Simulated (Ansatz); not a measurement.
`C[SiH2][SiH2][TeH]` + `SS` → `C[SiH2]SS` + `[SiH3][TeH]` at 298.15 K and 1 bar (cleavage of the Si–Si bond).

Gas-phase electronic energies from Ansatz, PBE0-D4/def2-TZVP geometries. CCSD(T)/CBS adds triple-zeta CCSD(T) − MP2 to the extrapolated MP2 energy (def2 sets, frozen cores). This one scheme is used for every species. def2 core potentials past Kr. For Te outer-core shells are correlated without core-valence functions, which leaves a few kJ/mol of doubt a bond. One conformer a species, not always the lowest.

```csv
species,CCSD(T)/CBS energy (Eh),H − E (kJ/mol),S (J/(mol·K))
`C[SiH2][SiH2][TeH]`,-888.77366,230.0,397.0
`SS`,-796.74576,60.1,251.3
`C[SiH2]SS`,-1126.32699,192.7,350.7
`[SiH3][TeH]`,-559.21313,96.9,297.5
```

H − E and S are ideal-gas, rigid-rotor, harmonic terms from PBE0-D4/def2-TZVP, for one conformer and one mirror image of each species. 1 Eh = 2625.50 kJ/mol, R = 8.31446 J/(mol·K).

Q: By hand: ΔE, ΔH, ΔS and ΔG.

A: ΔE = (-1126.32699) + (-559.21313) − (-888.77366) − (-796.74576) = -0.02070 Eh = -54.3 kJ/mol. Δ(H − E) = 192.7 + 96.9 − 230.0 − 60.1 = -0.5, so ΔH = -54.8 kJ/mol. ΔS = 350.7 + 297.5 − 397.0 − 251.3 = -0.1 J/(mol·K). ΔG = -54.8 − 298.15 × (-0.1)/1000 = -54.8 kJ/mol.

Q: By hand: the equilibrium constant, and the temperature at which ΔG would vanish if ΔH and ΔS stayed fixed.

A: log₁₀ K = −ΔG/(RT ln 10) = 9.6. ΔG = 0 at ΔH/ΔS = 548000 K, far beyond where these terms or the molecules hold.

The number of gas molecules stays the same, so ΔS is small and ΔH decides. A doubt of 5 kJ/mol in ΔE shifts log₁₀ K by 0.9 here. Other conformers and mirror images would add mixing entropy, several J/(mol·K) or more a flexible species. Modes under 60 cm⁻¹, often nearly free rotors, make the harmonic entropy too high. These are equilibria of isolated gas molecules and say nothing of rates. Largest T1 diagnostic: 0.011 (customary marks: 0.02 for closed shells, 0.045 for open ones).
